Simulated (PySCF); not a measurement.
# As2 from Hartree–Fock to correlated methods

State: ¹Σg⁺ (singlet), closed shell. Set-up: basis As def2-TZVPPD; no relativity; PySCF 2.14. De refers to As + As in their high-spin ground configurations, without counterpoise correction.

```csv
Level,Re (Å),ωe (cm⁻¹),De (eV)
RHF,2.059,515,0.56
RHF-MP2,2.127,410,3.82
RHF-SCS-MP2,2.125,416,3.82
RHF-CCSD,2.098,460,3.28
RHF-CCSD(T),2.117,436,3.69
PBE,2.117,437,4.30
PBEsol,2.103,445,4.62
TPSS,2.106,444,4.13
r²SCAN,2.094,458,3.95
r²SCANh,2.087,466,3.78
B3LYP,2.103,451,4.06
PBE0,2.088,468,3.78
BHandHLYP,2.074,484,3.45
CAM-B3LYP,2.073,482,3.80
```

Which functional lies closest to RHF-CCSD(T) in De, which farthest, and by how much do they differ from it?

Closest is r²SCANh (-3.0 pm in Re, +6.9 % in ωe, +0.09 eV in De against RHF-CCSD(T) in the same basis), farthest PBEsol (-1.4 pm in Re, +2.1 % in ωe, +0.93 eV in De). CCSD(T) converges more slowly with the basis than the functionals do and binds too weakly in this one, so the order can change at the basis-set limit.

What does a quarter of exact exchange do here, going from PBE to PBE0?

PBE0 less PBE: -2.9 pm in Re, +7.1 % in ωe, -0.52 eV in De. Exact exchange removes part of the self-interaction that spreads semilocal densities, and in most molecules shortens and stiffens the bond and lowers De; so it does here.

What does the step from GGA to meta-GGA do here, going from PBE to r²SCAN?

r²SCAN less PBE: -2.3 pm in Re, +4.8 % in ωe, -0.35 eV in De. 

Correlated steps freeze 18 core orbitals. Where the molecule has an RHF reference, its open-shell atoms are computed with UHF.

The whole job (state search and all levels along the bond) took about 4.8 min on 2 threads of Intel Xeon 6975P-C (shared host), peak memory 3.6 GiB.
